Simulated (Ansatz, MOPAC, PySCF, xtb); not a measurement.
Isomers of CH3NO: 1 is NC=O, 2 is [H]/N=C/O; one conformer of each (the lowest of an xTB search), B3LYP-D3(BJ)/def2-TZVP minima.
Isomer 1 (charge 0, multiplicity 1):
```xyz
6

N     -0.693    -0.031    -0.009
C      0.661     0.034     0.008
O      1.308     1.044    -0.145
H     -1.227     0.810    -0.159
H     -1.176    -0.902     0.125
H      1.127    -0.954     0.181
```
Isomer 2 (charge 0, multiplicity 1, Z-matrix in Å and degrees):
```
C
N 1 1.2598
H 2 1.0152 1 111.77
O 1 1.3445 2 122.18 3 -179.99
H 4 0.9710 1 107.07 2 0.00
H 1 1.0904 2 127.56 3 0.00
```

No zero-point or thermal terms.

Cores are frozen in the correlated methods. CBS: X⁻³ extrapolation of the correlation energy, Hartree–Fock from the larger set. Rows in STO-3G carry no dispersion term and start afresh at each structure. The state that PM3 reach isn't checked.

Programs: Ansatz (a first-principles code); MOPAC for PM3 (differences of heats of formation); PySCF for STO-3G rows, the dispersion terms; xtb for the GFN methods. Each number belongs to the level named beside it.

```csv
level,electronic energy of isomer 2 less that of isomer 1 (eV)
PM3,0.403
GFN1-xTB,0.740
HF/STO-3G,0.257
PBE/def2-TZVPP,0.546
BHLYP-D3(BJ)/def2-TZVPP,0.538
CAM-B3LYP/def2-TZVPP,0.538
wB97M-V/def2-TZVPP,0.494
SCS-MP2/cc-pVQZ,0.492
"CCSD(T)/CBS(cc-pVTZ, cc-pVQZ)",___
```

What belongs in the gaps?


- CCSD(T)/CBS(cc-pVTZ, cc-pVQZ), electronic energy of isomer 2 less that of isomer 1 (eV): 0.461
